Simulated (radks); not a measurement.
These are the eigenvalues of the occupied orbitals of an atom or ion with whole-number occupations (hartree). Method: Dirac Kohn-Sham, LDA (Slater exchange, Perdew-Zunger correlation), spin-unpolarised, spherical densities, point nucleus; computed with a radial shooting solver on a logarithmic mesh with Libxc functionals.

1s1/2: -655.3988
2s1/2: -92.19165
2p1/2: -84.58883
2p3/2: -81.43938
3s1/2: -16.40335
3p1/2: -13.57228
3p3/2: -13.06950
3d3/2: -8.05952
3d5/2: -7.96748
4s1/2: -3.51441
4p1/2: -2.72816
4p3/2: -2.65629

Which element is it, and in what charge state? The configuration may be excited. Open shells, if any, are shared by 2j + 1.

Answer. Z = 40, zirconium, charge +4: Zr4+ in [Kr]. The list shows which subshells hold electrons but not how many an open one holds; the 1s level, -655.4 hartree, gives Z - s = 36.2 by -(Z - s)^2/2, which with screening and relativity narrows Z to a few neighbours, and the depths of the outer levels then fix element, charge and occupations together.
